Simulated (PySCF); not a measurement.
Ge(OH)4 (GeH4O4), SMILES [Ge]([OH])([OH])([OH])[OH].

Coordinates come from a PBE0-D3(BJ)/def2-SVP optimisation. The isomer is the one that the SMILES or the coordinates give; other isomers of the formula were not compared. Other conformers were not sampled.

Level of theory: PBE/def2-TZVP in PySCF.

Isolated molecule, no solvent.

Computed frontier levels, gap, dipole moment and polarisability:
```yaml
highest_occupied_level: -7.40 eV
lowest_empty_level: -1.26 eV
orbital_gap: 6.14 eV
dipole_moment: 0.00 D
quadrupole, principal values (traceless, Buckingham form, about the centre of nuclear charge): -2.61, 1.31, 1.31 D·Å
mean_static_polarisability: 41.9 bohr³ (6.21 Å³)
polarisability_principal_values: 39.4, 43.2, 43.2 bohr³
```
